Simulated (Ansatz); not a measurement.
Relaxation of SiGe2⁻ with UKS PBE0-D4/def2-TZVPD.

```sh
$ ansatz run in.yaml --threads 4 --pin off --events-out ev --progress --plain --max-ram 3916MiB
```

```yaml
crystal:
  periodic: [false, false, false]
  atoms:
    - {symbol: Si, position_ang: [1.360070, -0.109880, 0.037040]}
    - {symbol: Ge, position_ang: [-0.772160, -1.092400, 0.024270]}
    - {symbol: Ge, position_ang: [-0.587910, 1.202280, -0.061310]}
basis:
  gaussian: {orbitals: def2-TZVPD}
total_charge: -1
magnetization: {spin_polarized: true, initial_magnetization: 1}
hamiltonian: {xc: pbe0, dispersion: d4}
scf: {lower_state_search: "off"}
output: {orbitals: {seedname: orbitals}}
relax: {f_tol: 0.02, max_steps: 100}
```

It took 59 s on 4 threads of Arm Neoverse V1 on a shared host, peak host memory 0.64 GiB.

Positions (Å) and forces (eV/Å) at steps 1, 2, 3, 4, 5, 6, 7, 8, 9, 10, 11, 12, 13, 14 of 14:

```xyz
3
step=1 energy=-120897.2055 eV
Si    1.360   -0.110    0.037    0.927   -0.110    0.027
Ge   -0.772   -1.092    0.024   -0.498   -0.758    0.018
Ge   -0.588    1.202   -0.061   -0.429    0.868   -0.044
3
step=2 energy=-120897.2494 eV
Si    1.389   -0.114    0.038    0.208   -0.104    0.009
Ge   -0.786   -1.111    0.025   -0.036   -0.068    0.002
Ge   -0.602    1.226   -0.063   -0.172    0.172   -0.011
3
step=3 energy=-120897.2554 eV
Si    1.400   -0.124    0.039   -0.100   -0.210    0.006
Ge   -0.785   -1.111    0.025    0.242    0.056    0.004
Ge   -0.615    1.234   -0.063   -0.143    0.154   -0.009
3
step=4 energy=-120897.1496 eV rejected
Si    1.486   -0.227    0.045   -1.404    0.215   -0.042
Ge   -0.744   -1.094    0.025    0.703    0.549   -0.005
Ge   -0.742    1.321   -0.070    0.701   -0.764    0.047
3
step=5 energy=-120897.2764 eV
Si    1.414   -0.163    0.040   -0.568   -0.126   -0.009
Ge   -0.758   -1.096    0.025    0.450   -0.067    0.013
Ge   -0.656    1.259   -0.065    0.117    0.193   -0.005
3
step=6 energy=-120897.2506 eV rejected
Si    1.418   -0.228    0.043   -0.345    0.456   -0.026
Ge   -0.703   -1.077    0.025   -0.185   -0.194    0.003
Ge   -0.716    1.305   -0.068    0.530   -0.262    0.023
3
step=7 energy=-120897.2912 eV
Si    1.403   -0.177    0.041   -0.459    0.007   -0.011
Ge   -0.739   -1.095    0.025    0.271   -0.151    0.012
Ge   -0.665    1.272   -0.066    0.188    0.145   -0.001
3
step=8 energy=-120897.3048 eV
Si    1.373   -0.189    0.040   -0.081    0.262   -0.012
Ge   -0.711   -1.105    0.026   -0.178   -0.269    0.006
Ge   -0.662    1.294   -0.067    0.259    0.007    0.006
3
step=9 energy=-120897.3199 eV
Si    1.357   -0.176    0.040   -0.143    0.235   -0.013
Ge   -0.714   -1.125    0.027   -0.113   -0.246    0.007
Ge   -0.643    1.301   -0.066    0.257    0.012    0.006
3
step=10 energy=-120897.4075 eV
Si    1.266   -0.113    0.035    0.277    0.226   -0.002
Ge   -0.719   -1.220    0.031   -0.335   -0.262    0.002
Ge   -0.547    1.333   -0.065    0.059    0.036    0.000
3
step=11 energy=-120897.3517 eV rejected
Si    1.235   -0.077    0.033    0.095   -0.331    0.015
Ge   -0.738   -1.323    0.034    0.226    0.757   -0.024
Ge   -0.497    1.400   -0.067   -0.322   -0.426    0.009
3
step=12 energy=-120897.4147 eV
Si    1.276   -0.102    0.035   -0.075    0.060   -0.004
Ge   -0.735   -1.235    0.031    0.001    0.024   -0.001
Ge   -0.540    1.337   -0.065    0.073   -0.084    0.005
3
step=13 energy=-120897.4153 eV
Si    1.273   -0.098    0.034    0.012   -0.015    0.001
Ge   -0.738   -1.233    0.031    0.004   -0.010    0.000
Ge   -0.535    1.331   -0.065   -0.015    0.025   -0.001
3
step=14 energy=-120897.4153 eV
Si    1.273   -0.099    0.035    0.001    0.000    0.000
Ge   -0.737   -1.234    0.031   -0.001    0.001    0.000
Ge   -0.536    1.333   -0.065    0.000   -0.001    0.000
```

The structure comes from a short search, and lower isomers may exist.
